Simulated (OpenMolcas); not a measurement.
Tm3+ among 6 point charges of -0.5 e arranged as a trigonal prism (D3h), with a polar angle of 57.9° against the regular 49.1°.

```
Program             : OpenMolcas
Method              : CASSCF
Basis               : ANO-RCC-VTZP [8s7p5d3f2g1h]
Scalar Hamiltonian  : DKH2, point nucleus
Active space        : 12 electrons in 7 orbitals (4f)
State averaging     : 2S+1 = 3 even, 21 roots; 2S+1 = 1 even, 27 roots kept (CI in the orbitals of an earlier block)
Spin-orbit coupling : RASSI with atomic mean-field integrals over the reference wave functions
```

All point charges move together. At R = 2.21 Å the width of the lowest J multiplet is 232 cm-1, and at R = 2.33 Å it is 198 cm-1.

Problem. A third run gives 138 cm-1. What distance was it run at?

Solution. With a power law R^-n the two known points give n = -ln(198 / 232) / ln(2.33 / 2.21) = 3.00. Then R = 2.21 × (232 / 138)^(1/3.00) = 2.628 Å. The run was at 2.63 Å, so the estimate is off by -0.002 Å.

Point charges carry no covalency, so the field is a model and not that of real ligands. A group larger than the point group allows holds several states that coincide in this model. No measured value stands beside these numbers.
